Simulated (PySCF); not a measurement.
C7H15 (SMILES C[CH]CCCCC), doublet, geometry from GFN2-xTB; DF-CAMB3LYP/def2-SVP run with PySCF.

Input for PySCF:
```python
from pyscf import gto, scf, dft

mol = gto.Mole()
mol.atom = '''
    C     3.44192336   -0.73486363    0.04658203
    C     2.62839763    0.48474402    0.23566238
    C     1.26160319    0.43482502    0.79243275
    C     0.19618755    0.16618763   -0.29705410
    C    -1.21313320    0.13266049    0.28481984
    C    -2.26885473   -0.13507728   -0.78581104
    C    -3.67511775   -0.16282675   -0.19943097
    H     3.11572604   -1.52883111    0.71610080
    H     4.49925606   -0.53113472    0.22581118
    H     3.36927083   -1.11413431   -0.98145621
    H     2.95578184    1.39159251   -0.24541050
    H     1.18798786   -0.35963852    1.54017618
    H     1.01481522    1.38579437    1.27326812
    H     0.26164374    0.94756240   -1.05708268
    H     0.41762075   -0.78807423   -0.77913625
    H    -1.42723038    1.08807996    0.77010131
    H    -1.27070297   -0.64613482    1.04926916
    H    -2.21022199    0.64154810   -1.55191759
    H    -2.05798015   -1.09197875   -1.26898015
    H    -3.91197403    0.79033551    0.26852961
    H    -4.41108089   -0.35580507   -0.97659307
    H    -3.75894816   -0.94307825    0.55411493
'''
mol.basis = 'def2-svp'
mol.spin = 1
mol.verbose = 4
mol.build()

mf = dft.UKS(mol)
mf.xc = 'camb3lyp'
mf.conv_tol = 1e-11
mf = mf.density_fit(auxbasis='def2-universal-jkfit')
mf.kernel()
```

**Question.** Predict the main parts of the log of this PySCF run.

**Answer.** 
```
PySCF version 2.14.0

[INPUT] verbose = 4
[INPUT] num. atoms = 22
[INPUT] num. electrons = 57
[INPUT] charge = 0
[INPUT] spin (= nelec alpha-beta = 2S) = 1
[INPUT] symmetry False subgroup None
[INPUT] Mole.unit = angstrom
[INPUT] Symbol           X                Y                Z      unit          X                Y                Z       unit  Magmom
[INPUT]  1 C      3.441923360000  -0.734863630000   0.046582030000 AA    6.504292492143  -1.388690999604   0.088027279026 Bohr   0.0
[INPUT]  2 C      2.628397630000   0.484744020000   0.235662380000 AA    4.966951667156   0.916033438321   0.445337356063 Bohr   0.0
[INPUT]  3 C      1.261603190000   0.434825020000   0.792432750000 AA    2.384084506978   0.821700199909   1.497480869636 Bohr   0.0
[INPUT]  4 C      0.196187550000   0.166187630000  -0.297054100000 AA    0.370740738549   0.314049105991  -0.561350893179 Bohr   0.0
[INPUT]  5 C     -1.213133200000   0.132660490000   0.284819840000 AA   -2.292489500617   0.250691993651   0.538231492442 Bohr   0.0
[INPUT]  6 C     -2.268854730000  -0.135077280000  -0.785811040000 AA   -4.287514056124  -0.255259064851  -1.484967651260 Bohr   0.0
[INPUT]  7 C     -3.675117750000  -0.162826750000  -0.199430970000 AA   -6.944966023028  -0.307697963253  -0.376869914056 Bohr   0.0
[INPUT]  8 H      3.115726040000  -1.528831110000   0.716100800000 AA    5.887868894776  -2.889072088615   1.353234389582 Bohr   0.0
[INPUT]  9 H      4.499256060000  -0.531134720000   0.225811180000 AA    8.502361717690  -1.003699156048   0.426721286065 Bohr   0.0
[INPUT] 10 H      3.369270830000  -1.114134310000  -0.981456210000 AA    6.366999108186  -2.105408711881  -1.854683440154 Bohr   0.0
[INPUT] 11 H      2.955781840000   1.391592510000  -0.245410500000 AA    5.585618161563   2.629728720896  -0.463758633093 Bohr   0.0
[INPUT] 12 H      1.187987860000  -0.359638520000   1.540176180000 AA    2.244971694708  -0.679618306644   2.910511163779 Bohr   0.0
[INPUT] 13 H      1.014815220000   1.385794370000   1.273268120000 AA    1.917722832840   2.618771824264   2.406128029940 Bohr   0.0
[INPUT] 14 H      0.261643740000   0.947562400000  -1.057082680000 AA    0.494435010807   1.790633421936  -1.997596756221 Bohr   0.0
[INPUT] 15 H      0.417620750000  -0.788074230000  -0.779136250000 AA    0.789188841435  -1.489244460527  -1.472354126221 Bohr   0.0
[INPUT] 16 H     -1.427230380000   1.088079960000   0.770101310000 AA   -2.697074534859   2.056173126028   1.455280564069 Bohr   0.0
[INPUT] 17 H     -1.270702970000  -0.646134820000   1.049269160000 AA   -2.401280598971  -1.221017849345   1.982831343352 Bohr   0.0
[INPUT] 18 H     -2.210221990000   0.641548100000  -1.551917590000 AA   -4.176714235591   1.212350204735  -2.932699212995 Bohr   0.0
[INPUT] 19 H     -2.057980150000  -1.091978750000  -1.268980150000 AA   -3.889018853291  -2.063540771345  -2.398024941009 Bohr   0.0
[INPUT] 20 H     -3.911974030000   0.790335510000   0.268529610000 AA   -7.392559523111   1.493517660418   0.507447419236 Bohr   0.0
[INPUT] 21 H     -4.411080890000  -0.355805070000  -0.976593070000 AA   -8.335734795403  -0.672374136032  -1.845493437448 Bohr   0.0
[INPUT] 22 H     -3.758948160000  -0.943078250000   0.554114930000 AA   -7.103382538838  -1.782159606534   1.047125459233 Bohr   0.0

nuclear repulsion = 300.931310663195
number of shells = 87
number of NR pGTOs = 273
number of NR cGTOs = 173
basis = def2-svp
ecp = {}

******** <class 'pyscf.df.df_jk.DFUKS'> ********
method = DFUKS
initial guess = minao
damping factor = 0
level_shift factor = 0
DIIS = <class 'pyscf.scf.diis.CDIIS'>
diis_start_cycle = 1
diis_space = 8
diis_damp = 0
SCF conv_tol = 1e-11
SCF conv_tol_grad = None
SCF max_cycles = 50
direct_scf = False
number electrons alpha = 29  beta = 28
XC library pyscf.dft.libxc version 7.1.2
    S. Lehtola, C. Steigemann, M. J. T. Oliveira, and M. A. L. Marques,  SoftwareX 7, 1–5 (2018)
XC functionals = camb3lyp
    T. Yanai, D. P. Tew, and N. C. Handy,  Chem. Phys. Lett. 393, 51 (2004)
radial grids:
    Treutler-Ahlrichs [JCP 102, 346 (1995); DOI:10.1063/1.469408] (M4) radial grids

becke partition: Becke, JCP 88, 2547 (1988); DOI:10.1063/1.454033
pruning grids: <function nwchem_prune>
grids dens level: 3
symmetrized grids: False
atomic radii adjust function: <function treutler_atomic_radii_adjust>
small_rho_cutoff = 0
Set gradient conv threshold to 3.16228e-06
tot grids = 245952
******** <class 'pyscf.df.df.DF'> ********
auxbasis = def2-universal-jkfit
Create RSH-DF object <pyscf.df.df.DF object> for omega=0.33
******** <class 'pyscf.df.df.DF'> ********
auxbasis = auxmol.basis = def2-universal-jkfit
init E= -275.948573424753

cycle= 1 E= -275.31368120853  delta_E= 0.635  |g|= 0.227  |ddm|= 3.18
cycle= 2 E= -275.333812055739  delta_E= -0.0201  |g|= 0.165  |ddm|= 0.469
cycle= 3 E= -275.348416314603  delta_E= -0.0146  |g|= 0.022  |ddm|= 0.192
cycle= 4 E= -275.348863218923  delta_E= -0.000447  |g|= 0.00564  |ddm|= 0.0561
cycle= 5 E= -275.348892581549  delta_E= -2.94e-05  |g|= 0.00306  |ddm|= 0.0116
cycle= 6 E= -275.348901090717  delta_E= -8.51e-06  |g|= 0.000916  |ddm|= 0.00769
cycle= 7 E= -275.348901891686  delta_E= -8.01e-07  |g|= 0.000241  |ddm|= 0.0021
cycle= 8 E= -275.348901949732  delta_E= -5.8e-08  |g|= 0.000104  |ddm|= 0.000524
cycle= 9 E= -275.34890195895  delta_E= -9.22e-09  |g|= 3.55e-05  |ddm|= 0.000192
cycle= 10 E= -275.348901960221  delta_E= -1.27e-09  |g|= 1.07e-05  |ddm|= 8.2e-05
cycle= 11 E= -275.348901960349  delta_E= -1.28e-10  |g|= 3.96e-06  |ddm|= 2.64e-05
cycle= 12 E= -275.348901960365  delta_E= -1.6e-11  |g|= 1.92e-06  |ddm|= 1.01e-05
cycle= 13 E= -275.348901960367  delta_E= -1.71e-12  |g|= 6.83e-07  |ddm|= 3.54e-06
Extra cycle  E= -275.348901960369  delta_E= -2.39e-12  |g|= 4.92e-07  |ddm|= 1.5e-06
converged SCF energy = -275.348901960369  <S^2> = 0.75421557  2S+1 = 2.0042111
```
